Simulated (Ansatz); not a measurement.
Basis-set extrapolation for CF₃NOSi (`O=C=N[Si](F)(F)F`) (PBE0-D4/def2-TZVP geometry, frozen core, Ansatz 0.2.0). Multiplicity 1, RHF reference.

```json
{"": "HF", "def2-TZVPP": "-754.934359", "def2-QZVPP": "-754.966123"}
{"": "MP2 correlation", "def2-TZVPP": "-1.407378", "def2-QZVPP": "-1.531408"}
{"": "CCSD(T) correlation", "def2-TZVPP": "-1.454643", "def2-QZVPP": "not run"}
```

Energies in hartree. Use E(X) = E(∞) + A·exp(−7.88·√X) for Hartree–Fock and E(X) = E(∞) + B·X^(−2.97) for correlation, with X = 3 and 4, and add CCSD(T) minus MP2 of the smaller set to the MP2 limit.

Question: What is the CCSD(T) energy at the basis-set limit?

Answer: HF limit: -754.966123 + (-0.031764) × 0.13774 = -754.97050. MP2 limit: -1.531408 + (-0.124030) × 0.74074 = -1.62328. Higher-order term: -1.454643 − (-1.407378) = -0.04726. Total: -756.64104 hartree, 661.7 kJ/mol below CCSD(T)/def2-TZVPP.
